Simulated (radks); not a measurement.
The numbers below are computed, except where a source is named.
All-electron atom: Tc42+ in 1s1 (the NIST ground configuration). Level of theory: scalar-relativistic Kohn-Sham, exchange-only LDA, spin-polarised, spherical densities, point nucleus; open shells are filled with parallel spins first (spin-orbit coupling, left out, can overturn this in heavy ions) (a radial shooting solver on a logarithmic mesh with Libxc functionals).

Normalised radial functions P(r) = r R(r), r in bohr:

r          1s up
0.001831  1.0955
0.002309  1.3377
0.002888  1.6139
0.003613  1.9351
0.004521  2.3021
0.005656  2.7120
0.007132  3.1723
0.008923  3.6333
0.01116   4.0816
0.01397   4.4756
0.01747   4.7617
0.02186   4.8780
0.02757   4.7578
0.03449   4.3719
0.04315   3.7288
0.05398   2.8973
0.06753   2.0036
0.08517   1.1721
0.1066    0.5796
0.1333    0.2278

1s up: eigenvalue -25485 eV, 0 radial nodes, <r> = 0.0338 bohr, 90 % of the charge inside 0.0604 bohr.
